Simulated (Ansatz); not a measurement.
Start from `C[NH][In]([Cl])[Cl]` and change one atom or group to get `CC(C)[NH][In]([Cl])[Cl]`.

Ansatz, PBE0-D4/def2-TZVP geometries, multiplicity 1. Each molecule was computed in one conformer, which needn't be the lowest.

Elements past krypton have def2 core potentials.

| property | `C[NH][In]([Cl])[Cl]` |
| --- | --- |
| HOMO–LUMO gap (B3LYP/def2-TZVPP) / eV | 4.67 |
| ideal-gas entropy at 298 K and 1 bar (rigid rotor, harmonic PBE0-D4/def2-TZVP) / J/(mol·K) | 398 |
| LUMO energy (PBE/def2-TZVPP) / eV | -2.87 |
| HOMO energy (ωB97M-V/def2-TZVPP) / eV | -9.49 |
| LUMO energy (PBE0/def2-TZVPP) / eV | -1.99 |
| size of the dipole moment (ωB97M-V/def2-TZVPP) / D | 2.97 |

What does the change do to each property? (Estimate.)

The calculation gave: 
| property | `CC(C)[NH][In]([Cl])[Cl]` | shift |
| --- | --- | --- |
| HOMO–LUMO gap (B3LYP/def2-TZVPP) / eV | 4.85 | 0.18 |
| ideal-gas entropy at 298 K and 1 bar (rigid rotor, harmonic PBE0-D4/def2-TZVP) / J/(mol·K) | 452 | 54 |
| LUMO energy (PBE/def2-TZVPP) / eV | -2.78 | 0.09 |
| HOMO energy (ωB97M-V/def2-TZVPP) / eV | -9.57 | -0.08 |
| LUMO energy (PBE0/def2-TZVPP) / eV | -1.91 | 0.08 |
| size of the dipole moment (ωB97M-V/def2-TZVPP) / D | 3.57 | 0.60 |

With PBE0 the HOMO falls by 0.10 eV and the LUMO rises by 0.08 eV, so the gap widens by about 0.18 eV. PBE moves the HOMO by -0.12 eV and ωB97M-V by -0.08 eV. The zero-point energy changes by 148.3 kJ/mol with +18 modes. Dipoles are sizes alone; their direction can turn. Modes under 60 cm⁻¹, often nearly free rotors, make the harmonic entropy too high.

B3LYP here is the variant with VWN-RPA as its local correlation; programs differ in this.
